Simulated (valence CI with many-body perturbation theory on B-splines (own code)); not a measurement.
Values are calculated unless marked as measured or tabulated.
Hyperfine factors and g values of Dy61+

Level of theory: configuration interaction combined with many-body perturbation theory (CI+MBPT): three valence electrons over a frozen Dirac-Fock core [He], radial functions for each j: 11 s, 11 p, 10 d, 8 f, 5 g, 2 h, with the one-electron correlation potential Σ1 (screened to all orders), the two-electron term Σ2, the three-electron term Σ3, Breit, model QED; selected single and double excitations, second order for the rest, scaled by the run's own slope (own B-spline code, finite nucleus).

The last digits are not significant, and no measured levels were compared; by estimate large intervals hold to a few tenths of a per cent, small ones and those within an open d or f shell to about a per cent.

A/g_I is the dipole constant over the nuclear g factor μ/I (μ in nuclear magnetons, uniformly magnetised nucleus), B/Q the quadrupole constant per barn. Both hold the static response of the core; the bare values leave it out. Large factors of s and p1/2 electrons are usually good to 5 to 10 %; those of open d and f shells near neutrality can be off by tens of per cent, and small factors of p3/2, d and f electrons come from cancelling terms and can be off by a factor of two or in sign, in half-filled shells by more. B is blank for J = 1/2, where it vanishes, and for nearly pure S terms. Energies count from the lowest level.

Levels are named by their leading jj configuration (3d3/2^4 stands for four electrons in 3d with j = 3/2), which in mixed levels can hold well under half, so a name can repeat and another be missing. Letters in brackets count levels of one name in rising energy.

| Level | E (eV) | g | A/g_I (MHz) | A/g_I bare | B/Q (MHz/b) | B/Q bare |
| --- | --- | --- | --- | --- | --- | --- |
| (2s^2 2p1/2) J=1/2 | 0.0 | 0.627 | 4600000 | 4580000 |  |  |
| (2s 2p1/2^2) J=1/2 | 223.7 | 2.070 | 1.40e+07 | 1.38e+07 |  |  |
| (2s^2 2p3/2) J=3/2 | 871.8 | 1.305 | 591000 | 604000 | 1150000 | 1150000 |
| (2s 2p1/2 2p3/2) J=3/2 [a] | 1028.4 | 1.631 | 3440000 | 3420000 | 907000 | 908000 |
| (2s 2p1/2 2p3/2) J=5/2 | 1066.1 | 1.321 | 4080000 | 4060000 | 946000 | 947000 |
| (2s 2p1/2 2p3/2) J=1/2 | 1128.4 | 1.257 | -5110000 | -5020000 |  |  |
| (2s 2p1/2 2p3/2) J=3/2 [b] | 1130.2 | 0.974 | 43000 | 70800 | 619000 | 620000 |
| (2p1/2^2 2p3/2) J=3/2 | 1364.4 | 1.326 | 545000 | 573000 | 1100000 | 1100000 |
| (2s 2p3/2^2) J=5/2 | 1918.1 | 1.418 | 3310000 | 3290000 | 202000 | 202000 |
| (2s 2p3/2^2) J=1/2 | 2012.5 | 1.913 | 1.42e+07 | 1.40e+07 |  |  |
| (2s 2p3/2^2) J=3/2 | 2013.3 | 1.176 | -2120000 | -2070000 | -152000 | -152000 |
| (2p1/2 2p3/2^2) J=3/2 | 2194.1 | 1.438 | -248000 | -209000 | 78400 | 78500 |
| (2p1/2 2p3/2^2) J=5/2 | 2216.2 | 1.169 | 1370000 | 1390000 | -3790 | -3800 |
| (2p1/2 2p3/2^2) J=1/2 | 2265.5 | 0.627 | 4620000 | 4580000 |  |  |
| (2p3/2^3) J=3/2 | 3104.7 | 1.288 | 574000 | 599000 | -1180000 | -1180000 |
| (2s^2 3s) J=1/2 | 8156.5 | 1.986 | 4170000 | 4140000 |  |  |
| (2s^2 3p1/2) J=1/2 | 8231.7 | 0.664 | 1380000 | 1370000 |  |  |
| (2s 2p1/2 3s) J=1/2 [a] | 8306.1 | 2.357 | 7970000 | 7880000 |  |  |
| (2s 2p1/2 3s) J=3/2 | 8330.4 | 1.541 | 7590000 | 7510000 | -110000 | -110000 |
| (2s 2p1/2 3s) J=1/2 [b] | 8356.9 | 0.714 | 7280000 | 7210000 |  |  |
| (2s 2p1/2 3p1/2) J=1/2 [a] | 8369.5 | 0.266 | -839000 | -814000 |  |  |
| (2s 2p1/2 3p1/2) J=3/2 | 8395.0 | 1.099 | 6710000 | 6640000 | -111000 | -111000 |
| (2s 2p1/2 3p1/2) J=1/2 [b] | 8432.9 | 1.935 | 1.43e+07 | 1.41e+07 |  |  |
| (2s^2 3p3/2) J=3/2 | 8490.0 | 1.324 | 231000 | 235000 | 341000 | 341000 |
| (2s^2 3d3/2) J=3/2 | 8542.1 | 0.790 | 127000 | 127000 | 63400 | 64000 |
| (2p1/2^2 3s) J=1/2 | 8574.8 | 1.939 | 3370000 | 3330000 |  |  |
| (2s^2 3d5/2) J=5/2 | 8612.1 | 1.192 | 137000 | 136000 | 92400 | 93100 |
| (2p1/2^2 3p1/2) J=1/2 | 8636.6 | 0.640 | 1110000 | 1110000 |  |  |
| (2s 2p1/2 3p3/2) J=3/2 [a] | 8637.6 | 1.393 | 685000 | 683000 | 339000 | 340000 |
| (2s 2p1/2 3p3/2) J=5/2 | 8666.9 | 1.320 | 3760000 | 3730000 | 221000 | 221000 |
| (2s 2p1/2 3p3/2) J=3/2 [b] | 8669.5 | 1.244 | 2120000 | 2110000 | 159000 | 160000 |
| (2s 2p1/2 3p3/2) J=1/2 | 8677.1 | 1.368 | -5270000 | -5210000 |  |  |
| (2s 2p1/2 3d3/2) J=3/2 [a] | 8678.5 | 0.566 | -1220000 | -1200000 | 71800 | 72300 |
| (2s 2p1/2 3d3/2) J=5/2 | 8706.2 | 1.013 | 3720000 | 3680000 | -34800 | -34400 |
| (2s 2p1/2 3d3/2) J=3/2 [b] | 8723.2 | 1.178 | 3760000 | 3710000 | 90200 | 90400 |
| (2s 2p1/2 3d3/2) J=1/2 | 8728.5 | 0.435 | -5810000 | -5750000 |  |  |
| (2s 2p1/2 3d5/2) J=5/2 [a] | 8760.0 | 1.310 | 964000 | 952000 | 75100 | 75700 |
| (2s 2p1/2 3d5/2) J=7/2 | 8785.9 | 1.228 | 2720000 | 2690000 | -46800 | -46300 |
| (2s 2p1/2 3d5/2) J=5/2 [b] | 8797.1 | 1.069 | 298000 | 299000 | 160000 | 161000 |
| (2s 2p1/2 3d5/2) J=3/2 | 8797.6 | 1.103 | -3490000 | -3460000 | 31300 | 31700 |

Question: Take the isotope of mass number 161, with I = 5/2, μ = -0.479 μN and Q = 2.51 b. What is the hyperfine structure of (2s 2p1/2 2p3/2) J=3/2 [a]?

Answer: From the table A = -659000 MHz, B = 2280000 MHz. Shifts from the centre of gravity in MHz: F = 1: 5060000, F = 2: 1910000, F = 3: -1090000, F = 4: -1900000.
